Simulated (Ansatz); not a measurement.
One change: `[Cl][Al]1[CH2][SiH2]1` becomes `ClB1C[SiH2]1`.

Ansatz, PBE0-D4/def2-TZVP geometries, multiplicity 1. 

| property | `[Cl][Al]1[CH2][SiH2]1` |
| --- | --- |
| ideal-gas entropy at 298 K and 1 bar (rigid rotor, harmonic PBE0-D4/def2-TZVP) / J/(mol·K) | 336 |
| HOMO–LUMO gap (PBE0/def2-TZVPP) / eV | 4.63 |
| LUMO energy (B3LYP/def2-TZVPP) / eV | -1.85 |
| HOMO–LUMO gap (ωB97M-V/def2-TZVPP) / eV | 8.33 |
| HOMO–LUMO gap (B3LYP/def2-TZVPP) / eV | 4.30 |
| HOMO–LUMO gap (PBE/def2-TZVPP) / eV | 2.86 |

Question: What does the change do to each property? (An estimate is asked.)

Answer: The calculation gave: 
| property | `ClB1C[SiH2]1` | shift |
| --- | --- | --- |
| ideal-gas entropy at 298 K and 1 bar (rigid rotor, harmonic PBE0-D4/def2-TZVP) / J/(mol·K) | 311 | -25 |
| HOMO–LUMO gap (PBE0/def2-TZVPP) / eV | 5.08 | 0.45 |
| LUMO energy (B3LYP/def2-TZVPP) / eV | -1.93 | -0.08 |
| HOMO–LUMO gap (ωB97M-V/def2-TZVPP) / eV | 9.17 | 0.84 |
| HOMO–LUMO gap (B3LYP/def2-TZVPP) / eV | 4.73 | 0.43 |
| HOMO–LUMO gap (PBE/def2-TZVPP) / eV | 3.07 | 0.21 |

With PBE0 the HOMO falls by 0.52 eV and the LUMO falls by 0.08 eV, so the gap widens by about 0.44 eV. PBE moves the HOMO by -0.43 eV and ωB97M-V by -0.63 eV.

B3LYP here is the variant with VWN-RPA as its local correlation; programs differ in this.
